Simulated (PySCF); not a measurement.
A PySCF script (with the pyscf-properties extension) for the NMR shieldings of `InChI=1S/C6H9BN2/c1-3-5-9-7(4-2)6-8/h2-3,7H,1,5,9H2/t7-/m1/s1`, on a GFN2-xTB geometry:

```python
import basis_set_exchange as bse
import numpy as np
from pyscf import gto, dft
from pyscf.prop import nmr

atoms = """
C     2.378648   -2.068312   -0.612820
C     2.120093   -0.896996   -0.672012
B     1.788007    0.615572   -0.747593
C     2.063856    1.332023    0.605376
N     2.232237    1.880999    1.600532
N     0.155643    0.735578   -0.970042
C    -0.639228    0.133294    0.111336
C    -2.110870    0.269411   -0.128222
C    -2.963016   -0.737232   -0.091483
H     2.617894   -3.091750   -0.563505
H     2.301347    1.178292   -1.667490
H    -0.070615    1.724429   -1.059151
H    -0.058021    0.275930   -1.852881
H    -0.350182   -0.916474    0.196462
H    -0.360286    0.638186    1.042459
H    -2.458115    1.275507   -0.330899
H    -4.017782   -0.598992   -0.253237
H    -2.638368   -1.743148    0.116755
"""
names = dict.fromkeys(["C", "B", "N", "H"], "pcSseg-1")
basis = {el: gto.basis.parse(bse.get_basis(n, elements=[el], fmt="nwchem")) for el, n in names.items()}
mol = gto.M(atom=atoms, basis=basis, charge=0, verbose=0)
mf = dft.RKS(mol, xc="PBE0")
mf.grids.level = 2
mf.grids.alignment = dft.numint.BLKSIZE   # the property module wants whole blocks of grid points
mf.conv_tol = 1e-9
mf.kernel()

calc = nmr.RKS(mf)   # GIAO
C = mf.mo_coeff
Co = C[:, mf.mo_occ > 0]
resp = mf.gen_response(singlet=True, hermi=2)
def vind(x):   # induced exchange potential for any number of trial vectors
    d = np.einsum("pi,xij,qj->xpq", C, 2 * x.reshape(-1, C.shape[1], Co.shape[1]), Co, optimize=True)
    return np.einsum("xpq,pi,qj->xij", resp(d - d.transpose(0, 2, 1)), C, Co, optimize=True).ravel()
mo1, _ = nmr.rhf.solve_mo1(calc, with_cphf=vind)
sigma = calc.kernel(mo1)
for i, s in enumerate(sigma):   # ppm
    print("%2d %-2s %9.2f" % (i, mol.atom_pure_symbol(i), np.trace(s) / 3))
```

Q: Give the expected output.

A: 
```
 0 C      91.38
 1 C      91.86
 2 B     128.74
 3 C      54.35
 4 N     -68.67
 5 N     196.00
 6 C     136.86
 7 C      45.49
 8 C      57.41
 9 H      29.90
10 H      28.90
11 H      28.87
12 H      29.14
13 H      27.53
14 H      27.34
15 H      25.68
16 H      25.95
17 H      25.82
```

These numbers come from an equivalent density-fitted implementation of the same equations, which agrees with the script to about 0.01 ppm for H and up to a few tenths of a ppm for heavy atoms, so last digits may differ.

Size and cost of the density-fitted run: 198 basis functions, 49 s wall time on 1 thread of an Arm Neoverse V1, shared host; peak memory 0.91 GiB.
